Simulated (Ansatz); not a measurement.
## Worked example: vertical energy of the triplet above the singlet of GaH3S (SMILES [SH][GaH2])

The species is GaH3S (5 atoms), meant as a singlet with charge 0. As SMILES, `[SH][GaH2]`. The coordinates come from a PBE0-D4/def2-TZVP relaxation.

Both states at this one shape; open shells run unrestricted unless said. 1 Eh = 27.2114 eV.

```
                             level  program  singlet GaH3S (Eh)  triplet GaH3S (Eh)
                          HF/3-21G   Ansatz        -2311.145861        -2310.978705
B3LYP/6-31G* (spherical functions)   Ansatz        -2324.633458        -2324.456969
B3LYP/6-31G* (Cartesian functions)   Ansatz        -2324.641128        -2324.464327
```

Question: Work out the vertical gap, second state less first, at each level.

Answer: 
1. HF/3-21G: -2310.978705 − (-2311.145861) = 0.167156 Eh = 4.55 eV.
2. B3LYP/6-31G* (spherical functions): -2324.456969 − (-2324.633458) = 0.176489 Eh = 4.80 eV.
3. B3LYP/6-31G* (Cartesian functions): -2324.464327 − (-2324.641128) = 0.176801 Eh = 4.81 eV.

No measured value is set beside it here; the levels span 4.55 to 4.81 eV. Hartree–Fock favours the state with fewer electron pairs, since it lacks pair correlation. All-electron rows are non-relativistic unless named.
